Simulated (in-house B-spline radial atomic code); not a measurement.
Configurations of Mg IV (Mg3+), with energies counted from [He] 2s2 2p5. Level of theory: Dirac-Hartree-Fock, average of configuration, Fermi nucleus of rms radius 3.057 fm; calculated with a B-spline radial code for spherical atoms. Energies include first-order Breit, QED and recoil terms.

Occupations are held fixed; configurations that lie above the ionisation limit could autoionise.

```csv
configuration,E - E(ref) (eV),highest orbital,its <r> (bohr)
[He] 2s2 2p4 4s1,90.227,4s1/2,4.165
[He] 2s2 2p4 4d1,95.868,4d5/2,5.006
[He] 2s2 2p4 5d1,100.99,5d5/2,8.318
[He] 2s2 2p4 5f1,101.25,5f7/2,7.862
[He] 2s2 2p4 6f1,103.91,6f7/2,11.98
[He] 2s1 2p5 3d1,122.67,3d5/2,2.443
[He] 2s1 2p5 4d1,133.74,4d5/2,5
[He] 2s1 2p5 5d1,138.87,5d5/2,8.311
[He] 2s1 2p5 5f1,139.14,5f7/2,7.862
[He] 2s1 2p5 6d1,141.64,6d5/2,12.37
```

(1) Order these further configurations by energy, lowest first.
A. [He] 2s2 2p4 5s1
B. [He] 2s1 2p5 4f1
C. [He] 2s2 2p4 6d1
D. [He] 2s2 2p4 6g1
E. [He] 2s1 2p5 6g1

(2) How far above the reference does [He] 2s2 2p4 4f1 lie?

(3) How far above the reference does [He] 2s1 2p5 6f1 lie?

(4) How far above the reference does [He] 2s1 2p5 5g1 lie?

Results:

(1) A (98.335 eV), C (103.76 eV), D (103.92 eV), B (134.24 eV), E (141.81 eV).

(2) 96.35 eV; its least bound orbital is 4f7/2 with <r> = 4.492 bohr.

(3) 141.8 eV; its least bound orbital is 6f7/2 with <r> = 11.98 bohr.

(4) 139.14 eV; its least bound orbital is 5g9/2 with <r> = 6.875 bohr.
